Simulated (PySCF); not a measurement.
Identify the unknown among the candidates.

All candidates are CH10N2OSi3.

| technique | computed result |
| --- | --- |
| Dipole | 2.58 D [CAM-B3LYP/def2-SVPD] |
| Triplet | lowest triplet excitation (Tamm–Dancoff): 2.56 eV [TDA CAM-B3LYP/def2-SVPD] |
| 13C NMR | chemical shifts (computed TMS as zero) by class: 253.3 (1 C) ppm [GIAO PBE0/pcSseg-1] |
| UV, strongest line | among the 8 lowest singlet transitions: S7 at 7.13 eV (174 nm, f = 0.061) [TDDFT CAM-B3LYP/def2-SVPD] |
| Polarisability | 104.2 au [CAM-B3LYP/def2-SVPD] |
| Rotational structure | rotational constants A, B, C: 1.720, 1.361, 0.812 GHz [GFN2-xTB] |

The electronic properties come from PySCF, for the isolated species, density fitting. Levels stand in brackets. One conformer (not necessarily the lowest) at the GFN2-xTB geometry, without solvent, vibrations or thermal averaging. NMR values are class means; diastereotopic atoms form classes of their own.

Question: Which candidate is it?
A. `C[Si@@H]1N[Si@H](O)N[SiH2]1`
B. `N[Si@@H](C=O)N([SiH3])[SiH3]`
C. `N[SiH2][SiH2][SiH2]C(N)=O`
D. `NC(=O)[SiH2]N([SiH3])[SiH3]`
E. `CN[Si@@H]1[SiH2]O[Si@H]1N`

Answer: B. It is `N[Si@@H](C=O)N([SiH3])[SiH3]`. Numbering: `[NH2:1][Si@@H:2]([CH:3]=[O:4])[N:5]([SiH3:6])[SiH3:7]`. Its formula, CH10N2OSi3, gives 1 degree of unsaturation: 0 rings and 1 π bond in the structure found. The one carbon: carbonyl carbon [C3] (253.3 ppm). The optimised geometry has point group C1 and is an asymmetric top.

The others, at the same levels:
- `NC(=O)[SiH2]N([SiH3])[SiH3]` fails: its computed 13C shifts are 187.4 (1 C) ppm, rotational constant A is 2.558 GHz (against 1.720 GHz) and smallest rotational constant is 0.735 GHz (against 0.812 GHz).
- `C[Si@@H]1N[Si@H](O)N[SiH2]1` fails: its computed 13C shifts are 1.0 (1 C) ppm, lowest triplet excitation (Tamm–Dancoff) is 5.76 eV (against 2.56 eV) and rotational constant A is 2.162 GHz (against 1.720 GHz).
- `CN[Si@@H]1[SiH2]O[Si@H]1N` fails: its computed 13C shifts are 36.1 (1 C) ppm, lowest triplet excitation (Tamm–Dancoff) is 4.01 eV (against 2.56 eV) and strongest line among the 8 lowest singlet transitions is S6 at 6.27 eV (198 nm, f = 0.101) (against S7 at 7.13 eV).
- `N[SiH2][SiH2][SiH2]C(N)=O` fails: its computed 13C shifts are 188.2 (1 C) ppm, lowest triplet excitation (Tamm–Dancoff) is 4.34 eV (against 2.56 eV) and strongest line among the 8 lowest singlet transitions is S5 at 6.72 eV (184 nm, f = 0.241) (against S7 at 7.13 eV).

Each candidate is one conformer, not necessarily the lowest. Dipoles, sizes and rotational constants follow the conformer. The torsions of the flexible species, by atom-mapped SMILES:
- `[NH2:1][Si@@H:2]([CH:3]=[O:4])[N:5]([SiH3:6])[SiH3:7]`: N1–Si2–C3–O4 136°, N1–Si2–N5–Si6 51°, H–N1–Si2–C3 174°, H–N1–Si2–C3 -50°
- `[NH2:1][C:2](=[O:3])[SiH2:4][N:5]([SiH3:6])[SiH3:7]`: N1–C2–Si4–N5 178°, C2–Si4–N5–Si6 6°, H–N1–C2–O3 180°, H–N1–C2–O3 0°
- `[CH3:1][NH:2][Si@@H:3]1[SiH2:4][O:5][Si@H:6]1[NH2:7]`: C1–N2–Si3–Si4 -92°, H–N7–Si6–O5 -38°, H–N7–Si6–O5 -174°

The conformers of `C[Si@@H]1N[Si@H](O)N[SiH2]1` and `N[SiH2][SiH2][SiH2]C(N)=O` aren't listed.
